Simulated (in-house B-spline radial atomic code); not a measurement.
## RPA and G0W0 on r2SCAN: neutral silver

Configuration [Kr] 4d10 5s1, highest spin, mean-field start r2SCAN. Computed with an all-electron radial atomic-structure program (B-spline basis): all electrons, non-relativistic, point nucleus, each spin shell either full or empty, empty states to l = 9 with an (l + 1/2)⁻⁴ tail; G0W0 by contour deformation at full frequency.

Without relativity these are model numbers: it shifts the levels of so heavy an element strongly and can reorder them.

Command:
```bash
python run_gw.py task.json out
```
Settings (radii: box in bohr, nucleus in fm):
```
Z                        47
electrons                47
configuration            [Kr] 4d10 5s1
hamiltonian              nr
method                   r2scan
lmax                     9
spin_polarised           True
box_radius               40
intervals                57
ion_configuration        [Kr] 4d10
```

Run time, properties included: 4.9 s on 1 thread of Arm Neoverse V2, with other jobs on the host.

Energies (hartree):

```json
{"term": "mean-field total", "value": "-5200.07595"}
{"term": "Hartree-Fock functional on these orbitals", "value": "-5197.67610"}
{"term": "direct second order", "value": "-4.1362"}
{"term": "second-order exchange", "value": "1.1452"}
{"term": "SOSEX correction", "value": "1.0459"}
```

(1) What is the RPA correlation energy, and what remains with SOSEX?

Quasi-particle levels (eV):

| level | occupied | mean field | Σx - vxc | Σc | QP weight | G0W0 |
| --- | --- | --- | --- | --- | --- | --- |
| 5s up | yes | -4.526 | -1.65 | ? | ? | ? |
| 5s down | no | -3.028 | 4.31 | -2.33 | 0.874 | -1.043 |

G0W0 = mean field + (Σx - vxc) + Σc, with Σc (partial-wave tail included) taken at the quasi-particle energy. Only the outer levels were computed. Levels of low weight are left out.

(2) Where does G0W0 put 5s up?

(3) What does it cost to remove one electron (to [Kr] 4d10) by differences of total energies, each species on its own start (correlation terms add to the Hartree-Fock functional)?

Results:

(1) RPA gives -3.5481 hartree (-2.05 eV per electron); RPA + SOSEX gives -2.5022, and the second-order doubles -2.991 hartree (no singles). RPA lacks exchange-type terms and so overcorrelates at short range.

(2) At -7.411 eV, with Σc = -1.24 eV and a quasi-particle weight of 0.898. The tabulated removal energy is 7.576 eV (NIST, measured); the calculation leaves out relativity, Breit and QED terms, and what these don't explain is the method's own error.

(3) r2SCAN 7.207 eV, Hartree-Fock functional 5.756 eV, + RPA 7.453 eV, + RPA + SOSEX 6.785 eV, + second order 7.948 eV. Tabulated: 7.576 eV (NIST, measured); the calculation leaves out relativity, Breit and QED terms, and what these don't explain is the method's own error.
